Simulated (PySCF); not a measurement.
CH2NO, SMILES N=C=[OH+], charge +1. The structure is a stationary point at PBE-D3(BJ)/def2-TZVP. The isomer is the one that the SMILES or the coordinates give; other isomers of the formula were not compared.

Q: Give the equilibrium geometry at PBE-D3(BJ)/def2-TZVP (PySCF confirms it by a frequency run) as bond lengths and angles, and its point group. (Estimate from the structure and the level; the computed values follow.)

A: point group Cs.
Atoms: N1 C2 O3 H4 H5. Bonded distances (Å): N1–C2 1.152, N1–H4 1.016, C2–O3 1.246, O3–H5 0.990. Angles (°): C2–N1–H4 178.6, N1–C2–O3 173.3, C2–O3–H5 117.0.
Charge +1, spin multiplicity 1.
